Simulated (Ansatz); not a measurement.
Geometry optimisation, Ansatz, RKS B3LYP/def2-SVP.

Input:

```yaml
crystal:
  periodic: [false, false, false]
  atoms:
    - { symbol: Sn, position_ang: [0.0, 0.0, 0.0] }
    - { symbol: Cl, position_ang: [0.0, 0.0, 2.76] }
    - { symbol: Cl, position_ang: [2.2726, 0.0, -0.8025] }
    - { symbol: Cl, position_ang: [-1.1351, 1.9666, -0.8025] }
    - { symbol: Cl, position_ang: [-1.1351, -1.9666, -0.8025] }
    - { symbol: Br, position_ang: [-2.7426, 0.0, 0.9113] }
    - { symbol: H, position_ang: [-1.5398, 0.0, 2.2648] }
basis:
  gaussian: { orbitals: def2-SVP }
hamiltonian:
  xc: b3lyp
relax:
  f_tol: 0.15
  max_steps: 25
  restrain:
    - { distance: [0, 5], at: 2.59, k: 30.0 }
    - { distance: [6, 1], at: 1.37, k: 30.0 }
    - { distance: [0, 1], at: 3.61, k: 30.0 }
    - { distance: [6, 5], at: 2.75, k: 30.0 }
```

Run as:

```bash
$ ansatz run input.yaml --threads 4 --pin off --max-ram 5120MiB --backend cpu --events-out ev --progress --plain --runs-dir out
```

Task: Where does it end, and by what steps?

Result: It converged. The restraints hold the end off the free minimum. After 9 steps the energy has fallen by 1.842 eV (the restraints' own energy left out); H7 moved furthest, 1.13 Å. Parted: Sn1–Cl2 (2.76 → 3.62 Å).

| step | energy less start (eV) | largest force component (eV/Å) | accepted |
| --- | --- | --- | --- |
| 0 | 0.0000 | 2.271 | yes |
| 1 | 0.3401 | 1.923 | yes |
| 2 | 0.3408 | 1.925 | yes |
| 3 | -0.4021 | 1.325 | yes |
| 4 | -1.0193 | 1.006 | yes |
| 5 | -1.3032 | 1.604 | yes |
| 6 | -1.5203 | 1.542 | yes |
| 7 | -1.7098 | 1.325 | yes |
| 8 | -1.8247 | 1.236 | yes |
| 9 | -1.8425 | 1.144 | yes |

```xyz
7
Properties=species:S:1:pos:R:3
Sn -0.596 0.000 -0.472
Cl 0.190 0.000 3.063
Cl 1.673 0.000 0.108
Cl -0.880 1.936 -1.768
Cl -0.880 -1.936 -1.768
Br -2.669 0.000 1.047
H -1.118 0.000 3.318
```

The run took 66 s on 4 threads of Arm Neoverse N1, with other jobs on the host, peak memory 0.46 GiB.
